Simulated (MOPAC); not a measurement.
Job for MOPAC: PM6 on CH2O2 (a complex).

```
PM6 1SCF PRECISE CHARGE=0 THREADS=1
CH2O2

O      0.50265137 1    -0.48885925 1    -0.95778760 1
C     -0.00848716 1     0.07421414 1    -0.08262689 1
O     -0.52000355 1     0.63784891 1     0.79265810 1
H     -0.10425463 1     0.03910725 1     3.50442295 1
H      0.13007456 1    -0.26228641 1     4.14331887 1
```

Program output:

```
*******************************************************************************
 **                                                                           **
 **                              MOPAC v23.2.5                                **
 **                                                                           **
 *******************************************************************************
 ** MOPAC's Digital Object Identifier: https://doi.org/10.5281/zenodo.6511958 **
 **                                                                           **
 ** Please cite the open-source release paper for use of this MOPAC version:  **
 ** J. E. Moussa and J. J. P. Stewart (2026)                                  **
 ** MOPAC: An open-source semiempirical molecular orbital program             **
 ** J. Open Source Softw., 11(119), 8025, https://doi.org/10.21105/joss.08025 **
 *******************************************************************************

                              PM6 CALCULATION RESULTS

 *******************************************************************************
 *  PM6        - The PM6 Hamiltonian to be used
 *
 *
 *
 *                 CHARGE ON SYSTEM = 0
 *
 *
 *
 *  PRECISE    - TIGHTER CRITERIA TO BE USED
 *  1SCF       - DO 1 SCF AND THEN STOP
 *  THREADS=1  - MULTI-THREADING NOT USED
 *  T=         - A TIME OF 172800.0 SECONDS REQUESTED
 *  DUMP=N     - RESTART FILE WRITTEN EVERY 7200.0 SECONDS REQUESTED
 *******************************************************************************
PM6 1SCF PRECISE CHARGE=0 THREADS=1
 CH2O2

   ATOM   CHEMICAL          X               Y               Z
  NUMBER   SYMBOL      (ANGSTROMS)     (ANGSTROMS)     (ANGSTROMS)

     1       O          0.50265137  *  -0.48885925  *  -0.95778760  *
     2       C         -0.00848716  *   0.07421414  *  -0.08262689  *
     3       O         -0.52000355  *   0.63784891  *   0.79265810  *
     4       H         -0.10425463  *   0.03910725  *   3.50442295  *
     5       H          0.13007456  *  -0.26228641  *   4.14331887  *



          CARTESIAN COORDINATES

    NO.       ATOM           X           Y           Z

     1         O          0.5027     -0.4889     -0.9578
     2         C         -0.0085      0.0742     -0.0826
     3         O         -0.5200      0.6378      0.7927
     4         H         -0.1043      0.0391      3.5044
     5         H          0.1301     -0.2623      4.1433

 General Reference for PM6:
 "Optimization of Parameters for Semiempirical Methods V: Modification of NDDO Approximations
 and Application to 70 Elements", J. J. P. Stewart, J. Mol. Mod., 13, 1173-1213 (2007)
 URL: https://link.springer.com/article/10.1007/s00894-007-0233-4

           Empirical Formula: C H2 O2  =     5 atoms



      MOLECULAR POINT GROUP   :   Cs


      RHF CALCULATION, NO. OF DOUBLY OCCUPIED LEVELS = 9


 -------------------------------------------------------------------------------
 PM6 1SCF PRECISE CHARGE=0 THREADS=1
 CH2O2



     1SCF WAS SPECIFIED, SO BFGS WAS NOT USED
     SCF FIELD WAS ACHIEVED


                              PM6 CALCULATION
                                                       MOPAC v23.2.5 Linux




          FINAL HEAT OF FORMATION =       -110.09633 KCAL/MOL =    -460.64306 KJ/MOL


          COSMO AREA              =         88.48 SQUARE ANGSTROMS
          COSMO VOLUME            =         62.32 CUBIC ANGSTROMS

          IONIZATION POTENTIAL    =         13.046154 EV
          HOMO LUMO ENERGIES (EV) =        -13.046  0.318
          NO. OF FILLED LEVELS    =          9
          MOLECULAR WEIGHT        =         46.0256         POINT GROUP:  Cs

          MOLECULAR DIMENSIONS (Angstroms)

            Atom       Atom       Distance
            H     5    O     1     5.11971
            O     3    O     1     1.37425
            H     4    C     2     0.00028


          SCF CALCULATIONS        =          1





   ATOM   CHEMICAL          X               Y               Z
  NUMBER   SYMBOL      (ANGSTROMS)     (ANGSTROMS)     (ANGSTROMS)

     1       O          0.50265137  *  -0.48885925  *  -0.95778760  *
     2       C         -0.00848716  *   0.07421414  *  -0.08262689  *
     3       O         -0.52000355  *   0.63784891  *   0.79265810  *
     4       H         -0.10425463  *   0.03910725  *   3.50442295  *
     5       H          0.13007456  *  -0.26228641  *   4.14331887  *

                             CARTESIAN COORDINATES

   1    O        0.502651370    -0.488859250    -0.957787600
   2    C       -0.008487160     0.074214140    -0.082626890
   3    O       -0.520003550     0.637848910     0.792658100
   4    H       -0.104254630     0.039107250     3.504422950
   5    H        0.130074560    -0.262286410     4.143318870


           Empirical Formula: C H2 O2  =     5 atoms



      MOLECULAR POINT GROUP   :   Cs


                  EIGENVALUES
 -35.83653 -33.96691 -21.49704 -18.25386 -18.24897 -16.41338 -15.16362 -13.05223
 -13.04615   0.31842   0.31856   1.23368   3.92417   7.19911


              NET ATOMIC CHARGES AND DIPOLE CONTRIBUTIONS

  ATOM NO.   TYPE          CHARGE      No. of ELECS.   s-Pop       p-Pop
    1          O          -0.320685        6.3207     1.84123     4.47945
    2          C           0.641914        3.3581     1.05028     2.30781
    3          O          -0.321251        6.3213     1.84159     4.47966
    4          H           0.003037        0.9970     0.99696
    5          H          -0.003014        1.0030     1.00301
 DIPOLE           X         Y         Z       TOTAL
 POINT-CHG.    -0.001     0.002    -0.011     0.012
 HYBRID         0.000    -0.000    -0.000     0.000
 SUM           -0.001     0.002    -0.012     0.012


          ATOMIC ORBITAL ELECTRON POPULATIONS

     Atom    s        px        py        pz
    1  O   1.84123   1.54856   1.53206   1.39883
    2  C   1.05028   0.76025   0.76297   0.78459
    3  O   1.84159   1.54872   1.53206   1.39887
    4  H   0.99696
    5  H   1.00301

 **********************
 *                    *
 * JOB ENDED NORMALLY *
 *                    *
 **********************




 == MOPAC DONE ==
```

The run finished.

Cost: roughly 0.03 core-seconds.
